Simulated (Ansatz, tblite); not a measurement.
Forces on Mg2Te at its B3LYP-D4/def2-TZVP geometry. Charge 0, multiplicity 1.

In the def2 sets Te takes a core potential; there is no spin–orbit coupling. The xTB rows come from tblite. The restricted singlet is unstable towards broken spin symmetry at other levels; at PBE-D4/def2-TZVP this wasn't settled. Another isomer (triplet) lies 0.46 eV lower at PBE0-D4/def2-TZVP; other spin states weren't run for this one.

GFN1-xTB (tblite), largest force 0.48 eV/Å:

```xyz
3
positions Å, forces eV/Å
Mg    0.771    1.523   -0.781   -0.225    0.124    0.009
Mg   -1.683   -0.540    0.633   -0.101    0.228   -0.062
Te    0.912   -0.983    0.148    0.326   -0.352    0.053
```

GFN2-xTB (tblite), largest force 0.88 eV/Å:

```
Mg -0.033 0.543 -0.200
Mg -0.561 0.098 0.104
Te 0.594 -0.641 0.096
```

PBE-D4/def2-TZVP (Ansatz), largest force 0.15 eV/Å:

```
Mg -0.114 -0.073 0.057
Mg 0.090 0.099 -0.061
Te 0.024 -0.025 0.004
```
